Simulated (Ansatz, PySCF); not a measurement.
Breaking the Al1–F4 bond in AlFH2 (SMILES [F][AlH2]) (multiplicity 1 held, fragments rigid). Energies count from the point at 1.655 Å.
Geometry at that point (charge 0, multiplicity 1):
```xyz
4

Al    -0.24669    -0.47885     0.15841
H      0.47074    -1.31219     1.27881
H     -1.58944    -0.85928    -0.56046
F      0.48064     0.93295    -0.30863
```

Unrestricted levels (U-) break spin symmetry where that is lower. Levels need not reach the same state.

Rows in 6-31G* carry no dispersion term and start afresh at each structure (6-31G* with six Cartesian d functions).

Codes used: Ansatz (a quantum-chemistry and plane-wave program) with Gaussian orbitals; PySCF for 6-31G* rows. Values without a source in brackets are computed.

Energies in eV.

| R (Å) | R-HF/6-31G* | U-r2SCAN/cc-pV(T+d)Z | U-B3LYP/cc-pV(T+d)Z | U-wB97X-V/cc-pV(T+d)Z |
|---|---|---|---|---|
| 1.324 | 3.10 | 2.99 | 3.02 | 3.04 |
| 1.490 | 0.50 | 0.50 | 0.52 | 0.52 |
| 1.655 | 0.00 | 0.00 | 0.00 | 0.00 |
| 1.821 | 0.40 | 0.31 | 0.30 | 0.30 |
| 1.986 | 1.16 | 0.94 | 0.91 | 0.93 |
| 2.235 | … | 2.02 | 1.98 | 2.04 |
| 2.483 | 3.71 | 3.05 | 3.00 | 3.12 |
| 2.897 | 5.44 | 4.45 | 4.39 | 4.62 |
| 3.311 | 6.71 | 5.32 | 5.31 | 5.71 |
| 3.807 | … | 5.86 | 5.88 | 6.40 |
| 4.470 | 8.78 | 6.19 | 6.25 | 6.82 |
| 5.297 | … | 6.36 | 6.45 | 6.97 |

Fill in the missing entries.


- 5.297, R-HF/6-31G*: 9.56
- 2.235, R-HF/6-31G*: 2.46
- 3.807, R-HF/6-31G*: 7.79

Doubts at one or more of the structures used: a restricted determinant that unrestricted orbitals would lower (R-HF/6-31G*); a spin-contaminated determinant (U-r2SCAN/cc-pV(T+d)Z, U-B3LYP/cc-pV(T+d)Z, U-wB97X-V/cc-pV(T+d)Z).
